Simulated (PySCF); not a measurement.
C9H9P: full NMR table

| Quantity | Value |
| --- | --- |
| Formula | C9H9P |
| SMILES | Cp1ccc2ccccc21 |
| InChI | InChI=1S/C9H9P/c1-10-7-6-8-4-2-3-5-9(8)10/h2-7H,1H3 |
| Point group of the computed structure | C1 |
| Carbon signals | 9 |
| Proton signals | 7 |

Molfile (atoms numbered from 1):
```
C9H9P
     RDKit          3D

 19 20  0  0  0  0  0  0  0  0999 V2000
    2.7177   -0.4601   -0.0399 C   0  0  0  0  0  0  0  0  0  0  0  0
    1.5363    0.2964   -1.2612 P   0  0  0  0  0  0  0  0  0  0  0  0
    1.2622    1.9051   -0.4662 C   0  0  0  0  0  0  0  0  0  0  0  0
    0.0620    1.9988    0.1236 C   0  0  0  0  0  0  0  0  0  0  0  0
   -0.7074    0.7744    0.1078 C   0  0  0  0  0  0  0  0  0  0  0  0
   -1.9584    0.5528    0.6675 C   0  0  0  0  0  0  0  0  0  0  0  0
   -2.5246   -0.7072    0.5832 C   0  0  0  0  0  0  0  0  0  0  0  0
   -1.8583   -1.7416   -0.0584 C   0  0  0  0  0  0  0  0  0  0  0  0
   -0.6169   -1.5274   -0.6373 C   0  0  0  0  0  0  0  0  0  0  0  0
   -0.0364   -0.2765   -0.5429 C   0  0  0  0  0  0  0  0  0  0  0  0
    2.8023   -1.5234   -0.2556 H   0  0  0  0  0  0  0  0  0  0  0  0
    2.3656   -0.3155    0.9797 H   0  0  0  0  0  0  0  0  0  0  0  0
    3.6929    0.0061   -0.1669 H   0  0  0  0  0  0  0  0  0  0  0  0
    1.9682    2.7148   -0.5585 H   0  0  0  0  0  0  0  0  0  0  0  0
   -0.3169    2.8907    0.5999 H   0  0  0  0  0  0  0  0  0  0  0  0
   -2.4813    1.3587    1.1630 H   0  0  0  0  0  0  0  0  0  0  0  0
   -3.4967   -0.8877    1.0193 H   0  0  0  0  0  0  0  0  0  0  0  0
   -2.3138   -2.7197   -0.1127 H   0  0  0  0  0  0  0  0  0  0  0  0
   -0.1065   -2.3295   -1.1518 H   0  0  0  0  0  0  0  0  0  0  0  0
  1  2  1  0
  2  3  1  0
  3  4  2  0
  4  5  1  0
  5  6  2  0
  6  7  1  0
  7  8  2  0
  8  9  1  0
  9 10  2  0
 10  2  1  0
 10  5  1  0
  1 11  1  0
  1 12  1  0
  1 13  1  0
  3 14  1  0
  4 15  1  0
  6 16  1  0
  7 17  1  0
  8 18  1  0
  9 19  1  0
M  END
```

- σ from GIAO-PBE0/pcSseg-1
- geometry: GFN2-xTB
- code: PySCF 2.14.0 with density-fitted response routines
- no solvent model, one computed conformer, equivalent nuclei averaged, non-relativistic Hamiltonian

Scale: ¹H and ¹³C against TMS; H3PO4 for ³¹P (reference shieldings calculated alike).

| carbon | δC, type | δH (multiplicity) | HMBC from (2–3 bonds) | span of the C tensor (ppm) |
| --- | --- | --- | --- | --- |
| C1 | 16.9, CH3 | 1.33 (m) | H14 | 27 |
| C3 | 148.6, CH | 7.09 (m) | H15, H11/H12/H13 | 224 |
| C4 | 145.7, CH | 7.53 (m) | H16, H14 | 191 |
| C5 | 150.4, C | – | H19, H16, H17, H15, H14 | 205 |
| C6 | 129.7, CH | 7.89 (m) | H17, H15, H18 | 214 |
| C7 | 133.0, CH | 7.64 (m) | H19, H16, H18 | 233 |
| C8 | 130.7, CH | 7.52 (m) | H19, H16, H17 | 229 |
| C9 | 134.5, CH | 7.96 (m) | H17, H18 | 233 |
| C10 | 155.9, C | – | H19, H16, H15, H18, H14, H11/H12/H13 | 209 |

Other nuclei:
| atoms | nucleus | environment | δ (ppm) | σ (ppm) |
| --- | --- | --- | --- | --- |
| P2 | ³¹P | ring phosphorus | -29.1 | 347.5 |

δC 155.9, 150.4: ring-fusion aromatic carbon. δC 148.6, 145.7: unsaturated ring CH. δC 134.5, 133.0, 130.7, 129.7: aromatic CH; the aromatic region. δC 16.9: methyl carbon bonded to P. δH 7.96, 7.89, 7.64, 7.52: hydrogen on an aromatic CH; ring-current deshielding.

Splittings by ³¹P in the carbon and heteronuclear signals aren't shown, as no couplings were computed. Shifts are as computed. Against solution values, carbons near 30 ppm lie about +3 ppm off and those near 130 ppm about +5 ppm. Of 1211 compounds with measured shifts, 218 miss one by over three times the rms of a fit or turn the order of signals round; such compounds aren't used in these exercises. Experimental scales use liquid or dissolved standards, which lie at an offset from isolated H3PO4. Multiplicities follow the n + 1 count of equivalent neighbours, as no J values were calculated; m marks all less simple cases, F and P coupling included.
